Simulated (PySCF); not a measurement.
Isomers of C4H9NSi2.

All values: PBE0/def2-SVPD (PySCF) at GFN2-xTB geometries, gas phase, one conformer each. Core orbitals are frozen in the response; Δα² is half the sum of the squared differences of the principal polarisabilities.

(1) Rank by polarisability anisotropy Δα, highest first.
A. `[N:1]#[C:2][C@@H:3]1[CH2:4][CH2:5][SiH2:6][SiH2:7]1` with C2–C3–C4–C5 -67°, C3–C4–C5–Si6 -52°, C4–C5–Si6–Si7 26°, C5–Si6–Si7–C3 1°
B. `[N:1]#[C:2][C@@H:3]1[CH2:4][Si@@H:5]1[CH2:6][SiH3:7]` with C4–Si5–C6–Si7 -134°
C. `[N:1]#[C:2][C@@H:3]1[CH2:4][Si@H:5]1[CH2:6][SiH3:7]` with C4–Si5–C6–Si7 25°
D. `[CH:1]#[C:2][C@H:3]1[CH2:4][SiH2:5][NH:6][SiH2:7]1` with C2–C3–C4–Si5 163°, C3–C4–Si5–N6 -28°, C4–Si5–N6–Si7 7°, Si5–N6–Si7–C3 11°
E. `[N:1]#[C:2][Si@@H:3]1[CH2:4][CH2:5][CH2:6][SiH2:7]1` with C2–Si3–C4–C5 -91°, Si3–C4–C5–C6 -51°, C4–C5–C6–Si7 53°, C5–C6–Si7–Si3 -28°

(2) Rank by HOMO–LUMO gap, lowest first.
A. `[N:1]#[C:2][Si@@H:3]1[CH2:4][CH2:5][CH2:6][SiH2:7]1` with C2–Si3–C4–C5 -91°, Si3–C4–C5–C6 -51°, C4–C5–C6–Si7 53°, C5–C6–Si7–Si3 -28°
B. `[N:1]#[C:2][Si@@H:3]([SiH3:4])[CH:5]1[CH2:6][CH2:7]1` with C2–Si3–C5–C6 85°
C. `[N:1]#[C:2][C@@H:3]1[CH2:4][Si@H:5]1[CH2:6][SiH3:7]` with C4–Si5–C6–Si7 25°
D. `[SiH2]1C[Si](C#N)(C1)C`
E. `[N:1]#[C:2][C@@H:3]1[CH2:4][Si@@H:5]1[CH2:6][SiH3:7]` with C4–Si5–C6–Si7 -134°

(3) Rank by dipole moment, lowest first.
A. `C[Si]1(C#N)C[SiH2]C1`
B. `[N:1]#[C:2][Si@@H:3]1[CH2:4][CH2:5][CH2:6][SiH2:7]1` with C2–Si3–C4–C5 -91°, Si3–C4–C5–C6 -51°, C4–C5–C6–Si7 53°, C5–C6–Si7–Si3 -28°
C. `[N:1]#[C:2][Si@@H:3]([SiH3:4])[CH:5]1[CH2:6][CH2:7]1` with C2–Si3–C5–C6 85°
D. `[N:1]#[C:2][C@@H:3]1[CH2:4][Si@H:5]1[CH2:6][SiH3:7]` with C4–Si5–C6–Si7 25°
E. `[CH:1]#[C:2][C@H:3]1[CH2:4][SiH2:5][NH:6][SiH2:7]1` with C2–C3–C4–Si5 163°, C3–C4–Si5–N6 -28°, C4–Si5–N6–Si7 7°, Si5–N6–Si7–C3 11°

Results:

(1) C (6.44 Å³), D (6.04 Å³), B (4.44 Å³), E (3.47 Å³), A (2.34 Å³).

(2) E (6.87 eV), C (7.10 eV), A (7.39 eV), D (7.56 eV), B (7.73 eV).

(3) E (1.06 D), A (4.03 D), C (4.28 D), B (4.53 D), D (5.65 D).

All values together:

| SMILES | μ (D) | HOMO (eV) | LUMO (eV) | α (Å³) | Δα (Å³) |
| --- | --- | --- | --- | --- | --- |
| C#C[C@H]1C[SiH2]N[SiH2]1 | 1.06 | -7.29 | 0.10 | 14.99 | 6.04 |
| N#C[Si@@H]1CCC[SiH2]1 | 4.53 | -8.10 | -0.71 | 15.16 | 3.47 |
| N#C[C@@H]1CC[SiH2][SiH2]1 | 4.01 | -8.13 | -0.52 | 15.08 | 2.34 |
| C[Si]1(C#N)C[SiH2]C1 | 4.03 | -8.27 | -0.71 | 14.85 | 4.46 |
| N#C[C@@H]1C[Si@@H]1C[SiH3] | 4.51 | -7.26 | -0.39 | 15.29 | 4.44 |
| N#C[Si@@H]([SiH3])C1CC1 | 4.28 | -8.44 | -0.70 | 15.46 | 4.53 |
| N#C[C@@H]1C[Si@H]1C[SiH3] | 5.65 | -7.32 | -0.22 | 15.39 | 6.44 |

Conformers: `[CH:1]#[C:2][C@H:3]1[CH2:4][SiH2:5][NH:6][SiH2:7]1` with C2–C3–C4–Si5 163°, C3–C4–Si5–N6 -28°, C4–Si5–N6–Si7 7°, Si5–N6–Si7–C3 11°; `[N:1]#[C:2][Si@@H:3]1[CH2:4][CH2:5][CH2:6][SiH2:7]1` with C2–Si3–C4–C5 -91°, Si3–C4–C5–C6 -51°, C4–C5–C6–Si7 53°, C5–C6–Si7–Si3 -28°; `[N:1]#[C:2][C@@H:3]1[CH2:4][CH2:5][SiH2:6][SiH2:7]1` with C2–C3–C4–C5 -67°, C3–C4–C5–Si6 -52°, C4–C5–Si6–Si7 26°, C5–Si6–Si7–C3 1°; `[N:1]#[C:2][C@@H:3]1[CH2:4][Si@@H:5]1[CH2:6][SiH3:7]` with C4–Si5–C6–Si7 -134°; `[N:1]#[C:2][Si@@H:3]([SiH3:4])[CH:5]1[CH2:6][CH2:7]1` with C2–Si3–C5–C6 85°; `[N:1]#[C:2][C@@H:3]1[CH2:4][Si@H:5]1[CH2:6][SiH3:7]` with C4–Si5–C6–Si7 25°.
